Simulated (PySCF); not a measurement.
## How methods differ on the excitation energy of I

I [Kr] 4d10 5s2 5p5 (2P) → I [Kr] 4d10 5s2 5p4 6s1 (4P), as a difference of total energies. Calculation: PySCF 2.14, in aug-cc-pVTZ-PP with ECP28MDF; scalar relativity through the core potential. Correlated levels: valence: 4s2 4p6 4d10 frozen. The calculations carry no spin-orbit coupling.

| method | excitation energy (eV) |
| --- | --- |
| UHF | 6.496 |
| MP2 (valence) | 6.862 |
| SCS-MP2 (valence) | 6.978 |
| CCSD (valence) | 6.872 |
| CCSD(T) (valence) | 6.875 |

How much does correlation contribute at CCSD(T) (valence)?

6.875 − (6.496) = 0.379 eV, measured against UHF.

The promoted electron is Rydberg-like, and one or two diffuse shells describe it only roughly, which tends to raise the upper state.
